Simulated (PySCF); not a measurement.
Si(Me)3(Cl), SMILES Cl[Si](C)(C)C (C₃H₉ClSi) (PBE0/def2-SVP optimised geometry):

```
14

C     -0.775    -2.052    -1.548
Si    -0.220    -1.158     0.000
C     -0.777    -2.051     1.548
C     -0.776     0.629     0.000
Cl     1.877    -1.158     0.000
H     -1.876    -2.083    -1.603
H     -0.401    -1.545    -2.450
H     -0.402    -3.087    -1.559
H     -0.401    -1.545     2.451
H     -1.877    -2.080     1.603
H     -0.406    -3.087     1.559
H     -1.877     0.692     0.001
H     -0.404     1.157    -0.891
H     -0.402     1.158     0.890
```

Calculation: PBE0/def2-TZVP in PySCF.

Question: What are the frontier orbital energies and the dipole moment?

Answer: HOMO-2 -9.44 eV, HOMO-1 -8.33 eV, HOMO -8.33 eV, LUMO 0.85 eV, LUMO+1 1.42 eV; dipole moment 2.25 D.

On the same geometry PBE/def2-TZVP run with PySCF 2.14.0 gives HOMO-2 -8.01 eV, HOMO-1 -6.99 eV, HOMO -6.99 eV, LUMO 0.10 eV, LUMO+1 0.43 eV; dipole moment 2.16 D.

Meta-Löwdin charges at PBE0/def2-TZVP: C1 -0.61, Si2 0.99, C3 -0.61, C4 -0.61, Cl5 -0.35, H6 0.13, H7 0.14, H8 0.14, H9 0.14, H10 0.13, H11 0.14, H12 0.13, H13 0.14, H14 0.14.
